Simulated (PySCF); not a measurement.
**Nuclear quadrupole coupling in `O[Si@H]1CN[SiH2]N1`**

Species: CH₈N₂OSi₂.
Z-matrix (Å and degrees, GFN2-xTB geometry), rows numbered from 1:
```
O 
Si  1  1.6279
C   2  1.9079  1  115.85
N   3  1.4490  2  108.10  1   122.41
Si  4  1.7065  3  120.72  2     6.65
N   2  1.7210  1  114.06  3   110.62
H   1  0.9544  2  120.64  3   -58.58
H   2  1.4574  1  101.06  3  -124.09
H   3  1.0969  2  111.99  1     1.65
H   3  1.0957  2  110.69  1  -116.66
H   4  1.0061  3  114.58  2   172.72
H   5  1.4675  4  111.32  3  -126.24
H   5  1.4709  4  115.37  3   105.25
H   6  1.0034  2  121.80  1    61.36
```

Field gradients from the PBE0/pcSseg-1 density (PySCF, non-relativistic), principal values in atomic units, ordered |Vxx| ≤ |Vyy| ≤ |Vzz|:

```csv
atom,Vxx,Vyy,Vzz
O1,-0.4461,-1.0514,1.4975
N4,0.3572,0.8024,-1.1596
N6,0.1748,0.5207,-0.6955
```

Find the asymmetry η = (Vxx − Vyy)/Vzz and the couplings χ = eQV/h (234.96 MHz × Q in barn × V in au), with Q(17O) = −0.0256 b, Q(14N) = 0.02044 b.

```csv
atom,environment,nucleus,η,χzz (MHz),χxx (MHz),χyy (MHz)
O1,silanol oxygen,17O,0.40,-9.01,2.68,6.32
N4,silicon-bound nitrogen,14N,0.38,-5.57,1.72,3.85
N6,nitrogen bridging silicon atoms,14N,0.50,-3.340,0.840,2.501
```

The tensor is traceless: Vxx + Vyy + Vzz = 0.

What is Vzz at O1 in SI units (1 au = 9.71736 × 10²¹ V/m²)?

1.4975 au = 14.552 × 10²¹ V/m².

What couplings would deuterons (Q(2H) = 0.00286 b) have in place of the hydrogens, at this geometry?

```json
{"atom": "H7", "bonded to": "O1", "bond length (Å)": "0.954", "Vzz (au)": "0.5098", "η": "0.05", "χzz (kHz)": "343"}
{"atom": "H8", "bonded to": "Si2", "bond length (Å)": "1.457", "Vzz (au)": "0.1639", "η": "0.02", "χzz (kHz)": "110"}
{"atom": "H9", "bonded to": "C3", "bond length (Å)": "1.097", "Vzz (au)": "0.2996", "η": "0.06", "χzz (kHz)": "201"}
{"atom": "H10", "bonded to": "C3", "bond length (Å)": "1.096", "Vzz (au)": "0.3005", "η": "0.06", "χzz (kHz)": "202"}
{"atom": "H11", "bonded to": "N4", "bond length (Å)": "1.006", "Vzz (au)": "0.4314", "η": "0.19", "χzz (kHz)": "290"}
{"atom": "H12", "bonded to": "Si5", "bond length (Å)": "1.467", "Vzz (au)": "0.1566", "η": "0.03", "χzz (kHz)": "105"}
{"atom": "H13", "bonded to": "Si5", "bond length (Å)": "1.471", "Vzz (au)": "0.1534", "η": "0.02", "χzz (kHz)": "103"}
{"atom": "H14", "bonded to": "N6", "bond length (Å)": "1.003", "Vzz (au)": "0.4478", "η": "0.13", "χzz (kHz)": "301"}
```

Geometry: GFN2-xTB, one conformer, isolated molecule. GFN2-xTB bond lengths can be off by several hundredths of an ångström, more for odd bonds, and the gradients follow them. A larger basis could move these couplings by a tenth or more.
